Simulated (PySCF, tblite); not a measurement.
Species: C8H11F.
SMILES with atom numbers: `[CH3:1][CH2:2]/[C:3]([CH2:4][F:5])=[C:6]1\[CH:7]=[CH:8][CH2:9]1` (hydrogens: H10, H11, H12 on C1; H13, H14 on C2; H15, H16 on C4; H17 on C7; H18 on C8; H19, H20 on C9)

Geometry (GFN2-xTB, Å), atoms numbered from 1 in this order:
```xyz
20
C8H11F angstrom
C      2.4809   -0.3364   -0.3940
C      1.5045   -0.1452    0.7681
C      0.2049    0.4415    0.2920
C      0.2182    1.8878   -0.1210
F      0.5982    2.0245   -1.4451
C     -0.9056   -0.2789    0.1704
C     -1.3114   -1.6622    0.4026
C     -2.5618   -1.4463   -0.0295
C     -2.3217    0.0175   -0.3189
H      2.6764    0.6095   -0.8918
H      3.4238   -0.7417   -0.0342
H      2.0605   -1.0243   -1.1235
H      1.9522    0.5230    1.5088
H      1.3155   -1.1065    1.2468
H      0.9413    2.4669    0.4630
H     -0.7766    2.3370   -0.0461
H     -0.7845   -2.5234    0.7700
H     -3.4356   -2.0585   -0.1496
H     -2.3940    0.3103   -1.3656
H     -2.8903    0.7161    0.2947
```

Level of theory: PBE0/pcSseg-1 in PySCF (dipole) on a GFN2-xTB geometry, gas phase.

Take the most abundant isotopes and a rigid rotor. The values belong to one conformer with, in the numbering `[CH3:1][CH2:2]/[C:3]([CH2:4][F:5])=[C:6]1\[CH:7]=[CH:8][CH2:9]1`, C1–C2–C3–C4 -72°, C2–C3–C4–F5 86°.

Q: What are A, B and C (MHz)?

A: Ia = 210.96, Ib = 427.70, Ic = 569.10 u·Å²; 505379 MHz·u·Å²/I gives A = 2396, B = 1182, C = 888.0 MHz.

Q: Classify the top.

A: An asymmetric top; Ray's κ = -0.611.

Q: Is it planar, by Δ = Ic − Ia − Ib?

A: Not planar: Δ = Ic − Ia − Ib = -69.55 u·Å². For a rigid frame Δ = −2 Σ m c², so Σ m c² = 34.78 u·Å² lies off the ab plane: 10.56 from hydrogen and 24.22 from heavier atoms. The atom farthest from that plane is 1.54 Å away.

Q: Give the other two planar moments, Paa and Pbb, and the rms extents of the mass along the axes.

A: Paa = Σ m a² = (Ib + Ic − Ia)/2 = 392.92 and Pbb = Σ m b² = (Ia + Ic − Ib)/2 = 176.18 u·Å². With the mass M = 126.08 u, the rms extents √(P/M) along a, b and c are 1.77, 1.18, 0.53 Å.

Q: Where do the levels up to J = 2 lie, in cm⁻¹?

A: Above 0(0,0):
J = 1: 1(0,1) 0.0690, 1(1,1) 0.1095, 1(1,0) 0.1193
J = 2: 2(0,2) 0.2055, 2(1,2) 0.2378, 2(1,1) 0.2672, 2(2,1) 0.3887, 2(2,0) 0.3903
The levels of one J sum to (2J + 1)J(J + 1)(A + B + C)/3.

Q: Predict some low-J microwave lines.

A: The dipole components are |μa| = 1.23 D, |μb| = 0.68 D, |μc| = 1.17 D. Intensities carry the squares of the components, which stand as 1.00 : 0.31 : 0.91 (a : b : c). Some lines, for components of 0.1 D or more:

```
type  branch         J(Ka,Kc)    MHz  lower level (cm⁻¹)
   c       Q  3(1,3) ← 3(0,3)    681               0.407
   a       Q  2(1,1) ← 2(1,2)    881               0.238
   a       Q  4(1,3) ← 4(1,4)   2903               0.683
   b       R  3(1,2) ← 2(2,1)   2975               0.389
   b       R  1(1,1) ← 0(0,0)   3284               0.000
   b       Q  4(2,2) ← 4(1,3)   3360               0.780
   b       Q  3(2,1) ← 3(1,2)   3462               0.488
   b       Q  2(2,0) ← 2(1,1)   3689               0.267
   a       R  2(1,2) ← 1(1,1)   3846               0.110
   b       Q  3(2,2) ← 3(1,3)   4991               0.429
   b       R  2(1,2) ← 1(0,1)   5060               0.069
   b       Q  4(2,3) ← 4(1,4)   5623               0.683
   a       R  3(1,3) ← 2(1,2)   5741               0.238
   a       R  4(3,1) ← 3(3,0)   8388               0.824
   c       Q  4(4,1) ← 4(3,1)   9421               1.104
   b       Q  4(4,1) ← 4(3,2)   9454               1.103
   b       R  3(2,2) ← 2(1,1)   9851               0.267
   c       R  4(1,3) ← 3(0,3)  11193               0.407
   b       R  4(2,3) ← 3(1,2)  11476               0.488
   b       R  4(4,0) ← 3(3,1)  17814               0.824
```

Its GFN2-xTB frequencies are all real (lowest 29 cm⁻¹). No vibrational averaging or centrifugal distortion is included, and the geometry carries the error of its method. A rigid rotor knows nothing of internal rotation, which can split or shift real lines.
